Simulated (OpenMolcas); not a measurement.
**Cu2+: moving the ligands**

Cu2+ with 4 ligands (bromide) in tetrahedral coordination (Td) at 2.48 Å. A charge of +0.5 e stands 2.6 Å behind each ligand. Ligand basis ANO-RCC-VDZP.
```
Cu    0.0000    0.0000    0.0000
Br    1.4318    1.4318    1.4318
Br    1.4318   -1.4318   -1.4318
Br   -1.4318    1.4318   -1.4318
Br   -1.4318   -1.4318    1.4318
```

| Item | Value |
| --- | --- |
| Program | OpenMolcas 26.06 |
| Method | CASSCF |
| Basis | ANO-RCC-VDZP [5s4p2d1f] |
| Scalar Hamiltonian | DKH2, point nucleus |
| Active space | 9 electrons in 5 orbitals (3d) |
| State averaging | 2S+1 = 2 even, 5 roots |
| Spin-orbit coupling | state interaction with AMFI integrals over the reference wave functions |

Runs around this geometry, states (labels of Td). Energies in cm-1 above the lowest state or level, χT in cm3 K/mol; under a threefold ground state the first gap can be a small split of the lowest multiplet, not the spin-orbit step; 10Dq is the gap between the two states; 10Dq is negative for this site.

```
R (Å)  Ground state  First state of that spin   10Dq  First gap with spin-orbit (degeneracies)  χT at 300 K
 2.38           2T2                   2E 1920  -1920                              643.7 (2, 4)        0.975
 2.48           2T2                   2E 1502  -1502                              574.4 (2, 4)        1.068
  2.6           2T2                   2E 1127  -1127                              483.8 (2, 4)        1.183
```

Taking |10Dq| as R^-n, n = -ln(1127 / 1920) / ln(2.6 / 2.38) = 6.0 between the shortest and longest distance. The point-charge formula for a cubic d site gives n = 5.

An orbital triplet at a regular site is open to Jahn-Teller coupling, which can distort the site and quench the lowest spin-orbit gaps and is left out. Ligand-to-metal charge-transfer states are missing. With metal d orbitals alone and no dynamic correlation the field as a rule comes out too small, by tens of per cent, by up to half for chloride and softer ligands, and with too little covalency χT stands high. No measured value stands beside these numbers; the geometry was imposed, not optimised, and the real ion may take another.
